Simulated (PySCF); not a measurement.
**Tb: excitation energy**

Tb [Xe] 4f9 6s2 (high-spin determinant) → Tb [Xe] 4f9 6s1 6p1 (high-spin determinant), as a difference of total energies. Calculation: PySCF 2.14, in x2c-TZVPPall (11s7p7d4f2g, 113 functions); the spin-free X2C one-electron Hamiltonian (Gaussian nucleus). Correlated levels: valence: [Kr] 4d10 frozen; valence and next inner shell: [Ar] 3d10 frozen. The calculations carry no spin-orbit coupling.

| method | excitation energy (cm⁻¹) |
| --- | --- |
| UHF | 8308.7 |
| LDA | 16594 |
| PBE | 15055 |
| PBE0 | 14046 |
| r2SCAN | 12495 |
| MP2 (valence) | 15826 |
| SCS-MP2 (valence) | 16225 |
| MP2 (valence and next inner shell) | 16010 |
| SCS-MP2 (valence and next inner shell) | 16281 |

A first-order spin-orbit estimate (lowest level to lowest level, LS coupling) adds 0.063 eV.

The basis was made for the ground configuration and has no added diffuse functions, so the excitation energy can come out too high.

The determinant of the upper state and of the lower state mixes LS terms, which raises its energy above the lowest term, most at the Hartree-Fock and MP2 levels.
